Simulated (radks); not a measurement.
Task: The table gives one normalised radial function P(r) = r R(r) of Ga in [Ar] 3d9 4s2 4p1 4d1 (r in bohr). All-electron calculation, non-relativistic Kohn-Sham, BLYP, spin-polarised, spherical densities, point nucleus; open shells are filled with parallel spins first. Program: a radial shooting solver on a logarithmic mesh with Libxc functionals.

r	P
0.006549	0.0031
0.008947	0.0056
0.01222	0.0100
0.0167	0.0174
0.02281	0.0296
0.03117	0.0485
0.04258	0.0758
0.05817	0.1108
0.07947	0.1469
0.1086	0.1683
0.1483	0.1490
0.2026	0.0645
0.2768	-0.0813
0.3782	-0.2295
0.5167	-0.2783
0.7058	-0.1540
0.9643	0.1180
1.307	0.4174
1.785	0.6272
2.439	0.6470
3.332	0.4857
4.552	0.2603
6.219	0.0945
8.496	0.0214
11.61	0.0025
15.86	0.0001
21.66	0.0000
29.6	0.0000

Which n and l does it have? It may be an empty orbital.

Result: n = 4, l = 1: the number of nodes gives n - l - 1 = 2, the rise at small r (about r^(l+1)) gives l, and the extent must fit the shell. The curve is that of 4p up; the table hardly tells the two spins apart. 4p up: eigenvalue -7.604 eV, 2 radial nodes at r = 0.235, 0.854 bohr, <r> = 2.65 bohr, 90 % of the charge inside 4.06 bohr.
